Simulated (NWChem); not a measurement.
# BN$_{2}$H$_{5}$O; SMILES NB(N)O

```xyz
9

B      0.0190    -0.0111     0.0000
O      1.4010    -0.0167     0.0000
H      1.7800     0.8641     0.0000
N     -0.6197    -1.2779     0.0000
H     -0.0786    -2.1295     0.0000
H     -1.6176    -1.4165     0.0000
N     -0.7266     1.2052     0.0000
H     -1.7352     1.2336     0.0000
H     -0.3045     2.1214     0.0000
```
Atoms are numbered in this order, from 1.

Program: NWChem. Geometry: optimised at PBE0/def2-SVP. GIAO values for the isolated, static molecule; σ is the absolute isotropic shielding, δ = σ(reference) − σ with the isolated reference molecule computed at the same levels (1H: tetramethylsilane, 15N: ammonia, 17O: water).

Task: Estimate the computed values for KT2/pcSseg-1. Quantities: δ O2 (ppm); δ H3 (ppm); δ N4 (ppm); δ H5 (ppm); δ H6 (ppm); δ N7 (ppm); δ H9 (ppm).

Result: The δ O2 (ppm) comes out as 72.3. The δ H3 (ppm) comes out as 1.34 and the δ N4 (ppm) comes out as 39.5. The δ H5 (ppm) is 1.29, the δ H6 (ppm) is 0.90 and the δ N7 (ppm) comes out as 39.9. The δ H9 (ppm) is 0.68.
